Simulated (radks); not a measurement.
Species: neutral boron. Configuration: [He] 2s2 7d1 (not the ground configuration).

All-electron calculation, scalar-relativistic Kohn-Sham, r2SCAN, spin-polarised, spherical densities, finite nucleus; open shells are filled with parallel spins first; meta-GGA in the generalised Kohn-Sham scheme; Fermi nuclear charge, rms radius 2.406 fm. Program: a radial shooting solver on a logarithmic mesh with Libxc functionals.

Energy parts (eV):
part                     energy
total                  -662.210
kinetic                 660.525
electron-nucleus      -1489.596
Hartree                 264.238
exchange-correlation    -97.378

Orbitals (lengths in bohr, moments of r in powers of bohr; r(90%) holds 90 % of the orbital's charge):
| orbital | occ. | eigenvalue (eV) | r(90%) | <r^2> | <r> |
|---|---|---|---|---|---|
| 1s up | 1 | -196.1826 | 0.588 | 0.1454 | 0.3275 |
| 1s down | 1 | -196.1828 | 0.588 | 0.1454 | 0.3275 |
| 2s up | 1 | -19.1272 | 2.79 | 3.778 | 1.788 |
| 2s down | 1 | -19.1233 | 2.79 | 3.776 | 1.788 |
| 7d up | 1 | -0.2162 | 89.7 | 4951 | 66.27 |

The highest occupied level is 7d up at -0.216 eV. Summed over all electrons, <r^2> = 4959 bohr^2, which gives a Langevin (diamagnetic) susceptibility term of -3.93e+03 x 10^-6 cm^3/mol. The spin density at the nucleus is -0.001027 e/bohr^3 (1s -0.000023, 2s -0.001004). The density falls to 0.001 e/bohr^3 at r = 3.34 bohr. Spin moment in Bohr magnetons: 1.
